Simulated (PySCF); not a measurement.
C2H12Si4, SMILES [SiH2]1[SiH2]C[SiH](C1)[SiH3].

The structure is a stationary point at PBE-D3(BJ)/def2-SVP. The structure was generated by enumeration, and PubChem lists no compound with its InChIKey, so it may never have been made. Other conformers were not sampled.

These are PBE/def2-TZVP in PySCF values and carry that method's errors.

Symmetry labels are those of the subgroup Cs that the program uses (full group Cs).

Computed valence orbital energies around the gap with their symmetry:
```
orbital  symmetry  energy (eV)
-------  --------  -----------
HOMO−7         A"        -8.48
HOMO−6         A'        -8.32
HOMO−5         A"        -8.30
HOMO−4         A"        -7.78
HOMO−3         A'        -7.72
HOMO−2         A"        -7.39
HOMO−1         A'        -6.64
HOMO           A'        -6.60
LUMO           A'        -1.08
LUMO+1         A'        -0.96
LUMO+2         A"        -0.82
LUMO+3         A'        -0.35
```
